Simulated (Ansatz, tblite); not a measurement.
Forces on the cluster CuPd₂ at its PBE-D4/def2-TZVP geometry. Charge 0, multiplicity 2.

In the def2 sets Pd takes a core potential; there is no spin–orbit coupling. The xTB rows come from tblite. The structure comes from a short search, and lower isomers may exist.

GFN1-xTB (tblite), largest force 1.00 eV/Å:

```xyz
3
positions Å, forces eV/Å
Pd   -1.251   -0.598    0.383    0.699    0.445   -0.186
Pd    1.047   -0.755   -0.636   -0.551    0.531    0.368
Cu    0.205    1.353    0.253   -0.148   -0.976   -0.182
```

GFN2-xTB (tblite), largest force 0.25 eV/Å:

```
Pd -0.191 0.119 0.112
Pd 0.223 0.091 -0.072
Cu -0.032 -0.211 -0.039
```

HF/def2-TZVP (Ansatz), largest force 2.11 eV/Å:

```
Pd -1.879 -0.738 0.616
Pd 1.560 -0.828 -0.873
Cu 0.320 1.566 0.257
```
